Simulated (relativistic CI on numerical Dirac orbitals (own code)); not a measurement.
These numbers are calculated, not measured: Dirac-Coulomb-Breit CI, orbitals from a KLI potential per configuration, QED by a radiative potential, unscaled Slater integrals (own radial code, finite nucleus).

CI space (outside the closed core [Ar] 3d10): 4s2.4p3, 4s.4p4, 4p5, 4s2.4p2.4d, 4s.4p3.4d, 4s2.4p2.4f, 4s.4p3.4f, 4p4.4d, 4s2.4p2.5s, 4s.4p2.4d2, 4s2.4p2.5p, 4s2.4p.4d.4f, 4p4.5s, 4p4.4f, 4s.4p3.5s, 4s2.4p2.5d, 4s.4p2.4d.5s, 4s.4p3.5p, 4s2.4p.4f.5s, 4s2.4p2.6s, 4s2.4p2.5f, 4s2.4p2.6p, 4s2.4p2.5g, 4p3.4d.4f, 4s.4p3.5d, 4s2.4p2.6d, 4s.4p2.5s2, 4s2.4p.4d2, 4s2.4d3, 4s.4p.4d3, 4s2.4d2.4f, 4s.4p.4d2.4f, 4s2.4d2.5s, 4p3.4d2, 4p2.4d3, 4p2.4d2.4f, 4p2.4d2.5s, 4s2.4p.4f2, 4s2.4d.4f2, 4s.4p.4d.4f2, 4s2.4f3, 4s.4p.4f3, 4s2.4f2.5s, 4s2.4p.4d.5s, 4s.4p.4d2.5s, 4s2.4d.4f.5s, 4s.4p.4d.4f.5s, 4s2.4d.5s2, 4p3.4f2, 4p2.4d.4f2, 4p2.4f3, 4p2.4f2.5s, 4s.4p2.4d.4f, 4s2.4p.5s2, 4s.4p.4d.5s2, 4s2.4f.5s2, 4s.4p.4f.5s2, 4p3.4d.5s, 4p2.4d.4f.5s, 4p2.4d.5s2, 4s.4p2.4f.5s, 4s.4p.4f2.5s. Double excitations out of closed p, d and f shells are left out; levels of such configurations are missing from the list, as are those of other unlisted configurations, and high levels can miss mixing partners. These lack a partner that the ground configuration has and come out too high: 4s2.4p2.5p, 4s2.4p2.5d, 4s.4p3.5p, 4s2.4p2.6s, 4s2.4p2.5f.

At this charge energies of transitions that change n are usually good to better than 1 %, and those within a shell (Δn = 0) to a few per cent.

Outline of the computed level scheme of Ru XII. Lowest level of each configuration: 4s2.4p3 4S°_3/2 at 0.0000 eV; 4s.4p4 4P_5/2 at 32.5584 eV; 4s2.4p2.4d 4F_3/2 at 50.9641 eV; 4p5 2P°_3/2 at 75.0677 eV; 4s.4p3.4d 6D°_1/2 at 77.4773 eV.

Some strong electric-dipole decays among the lowest 45 levels: 4s2.4p2.4d 2F_7/2 → 4s2.4p3 2D°_5/2 (2.3e+11 s⁻¹); 4s2.4p2.4d 2D_5/2 → 4s2.4p3 2P°_3/2 (1.9e+11 s⁻¹); 4s2.4p2.4d 2F_5/2 → 4s2.4p3 2D°_3/2 (1.6e+11 s⁻¹); 4s2.4p2.4d 4P_5/2 → 4s2.4p3 4S°_3/2 (1.5e+11 s⁻¹); 4s2.4p2.4d 2D_3/2 → 4s2.4p3 2P°_1/2 (1.3e+11 s⁻¹); 4s2.4p2.4d 2D_3/2 → 4s2.4p3 2D°_3/2 (1.2e+11 s⁻¹); 4s2.4p2.4d 2P_1/2 → 4s2.4p3 2P°_1/2 (1.1e+11 s⁻¹); 4s2.4p2.4d 2S_1/2 → 4s2.4p3 2P°_3/2 (1.1e+11 s⁻¹).

LS names give the leading component of a level, which can be under half, so a name can repeat, a term be missing and a line seem to break the LS rules.
